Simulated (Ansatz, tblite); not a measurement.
Forces on Ta(NH)Cl3 (TaNCl₃H) at its PBE0-D4/def2-SVP geometry. Total charge 0; singlet.

In the def2 sets Ta takes a core potential; there is no spin–orbit coupling. The xTB rows come from tblite.

GFN1-xTB (tblite), largest force 2.25 eV/Å:

```xyz
6
positions Å, forces eV/Å
Ta    0.415    0.012   -0.034    2.243    0.064   -0.186
N    -1.322   -0.037    0.109   -1.806   -0.053    0.150
H    -2.332   -0.067    0.193    0.004    0.002   -0.001
Cl    1.144   -2.171   -0.061   -0.164    0.574    0.005
Cl    1.204    1.161    1.797   -0.180   -0.301   -0.484
Cl    0.891    1.102   -2.005   -0.097   -0.286    0.516
```

GFN2-xTB (tblite), largest force 2.05 eV/Å:

```
Ta 1.863 0.053 -0.154
N -2.042 -0.060 0.170
H 0.002 0.001 -0.001
Cl 0.037 0.760 -0.015
Cl 0.016 -0.388 -0.655
Cl 0.124 -0.368 0.655
```

r2SCAN-D4/def2-TZVP (Ansatz), largest force 0.75 eV/Å:

```
Ta 0.467 0.017 -0.039
N -0.744 -0.023 0.062
H 0.234 0.008 -0.020
Cl 0.012 0.089 -0.002
Cl 0.009 -0.046 -0.079
Cl 0.022 -0.044 0.077
```
